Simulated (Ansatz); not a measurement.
Reaction (isomerisation): `FC(F)C(F)(F)CC(F)(F)F` → `FC(F)C(F)C(F)(F)C(F)F`

Gas-phase electronic energies from Ansatz, PBE0-D4/def2-TZVP geometries. CBS: MP2 limit from def2 TZ/QZ plus the TZ coupled-cluster correction, frozen cores. Functionals use def2-TZVPP. HSE06 is defined as in plane-wave codes. Each species was taken in one conformer, which may not be the lowest.

```tsv
level	ΔE (kJ/mol)
revPBE-D4	75.6
PBE0-D4	80.7
r2SCANh-D4	83.8
HSE06-D4	80.7
ωB97M-V	79.9
r2SCANh	83.7
r2SCAN0	84.9
HSE06	80.6
```

(1) What does CCSD(T)/CBS give? (Best estimate.)

(2) What do rigid-rotor, harmonic-oscillator terms from PBE0-D4/def2-TZVP frequencies (298.15 K, 1 bar) make of the CCSD(T)/CBS value? (Estimate.)

Largest T1 diagnostic among the species: 0.012.

Answers

(1) The calculation gave: +77.5 kJ/mol. The listed levels differ from it by -1.9, 3.2, 6.3, 3.2, 2.4, 6.2, 7.4, 3.1 kJ/mol.

(2) The calculation gave: ΔZPE = +1.1 kJ/mol, ΔH = +79.2 kJ/mol, ΔS = 3 J/(mol·K), ΔG = +78.3 kJ/mol. Modes under 50 cm⁻¹ make the entropy rough.

At CCSD(T), def2-SVP lies +11.0 kJ/mol from the extrapolated value and def2-TZVPP +1.3 kJ/mol. From PBE to PBE0 (25 % exact exchange), in def2-TZVPP and without D4, ΔE moves by +3.7 kJ/mol.
